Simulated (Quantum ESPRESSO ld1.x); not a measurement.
Task: The mean radii <r> (bohr) of the occupied orbitals of an atom or ion are listed with their occupations. Calculated with ld1.x of Quantum ESPRESSO 7.5: Dirac Kohn-Sham, revPBE, spin-unpolarised, spherical densities, point nucleus.

| orbital | occ. | <r> |
|---|---|---|
| 1s1/2 | 2 | 0.04699 |
| 2s1/2 | 2 | 0.2098 |
| 2p1/2 | 2 | 0.1812 |
| 2p3/2 | 4 | 0.1848 |
| 3s1/2 | 2 | 0.6194 |
| 3p1/2 | 2 | 0.6326 |
| 3p3/2 | 4 | 0.6428 |
| 3d3/2 | 3.6 | 0.6989 |
| 3d5/2 | 5.4 | 0.7033 |
| 4s1/2 | 2 | 1.923 |
| 4p1/2 | 0.666667 | 2.332 |
| 4p3/2 | 1.33333 | 2.368 |

Name the element and its charge. Open shells, if any, are shared by 2j + 1.

Result: Z = 32, germanium, charge +1: Ge+ in [Ar] 3d9 4s2 4p2. The 1s radius gives Z: for a bare nucleus <r> = (2 gamma + 1)/(2Z) with gamma = sqrt(1 - (Z/c)^2), 0.04601 bohr for Z = 32, and screening makes it slightly larger (0.04699 here). The occupations add up to 31, and the charge is Z minus that.
